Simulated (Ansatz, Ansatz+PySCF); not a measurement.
| atom | x (Å) | y (Å) | z (Å) |
| --- | --- | --- | --- |
| C | 0.6700 | 0.7850 | 0.0000 |
| C | -0.6700 | 0.7850 | 0.0000 |
| C | -0.6700 | -0.7850 | 0.0000 |
| C | 0.6700 | -0.7850 | 0.0000 |
| H | 1.4407 | 1.5557 | 0.0000 |
| H | -1.4407 | 1.5557 | 0.0000 |
| H | -1.4407 | -1.5557 | 0.0000 |
| H | 1.4407 | -1.5557 | 0.0000 |

Basis set: def2-SVP (spherical functions). Frozen core: 4 orbitals. Charge 0, multiplicity 1.

Computed with Ansatz (development build ahead of 0.2.0); each method stands on the lowest determinant of its kind that the runs found. Restricted open shells among the atoms or ions are ROHF, correlated in semicanonical orbitals with singles.

Problem. Give the atomization energy at this shape (free ground-state atoms in the same class of orbitals less the molecule, no zero-point energy) of singlet C₄H₄ by RHF-MP2, RHF.

Solution.

| method | atomization energy |
| --- | --- |
| RHF-MP2 | 3346.5 kJ/mol |
| RHF | 2537.4 kJ/mol |
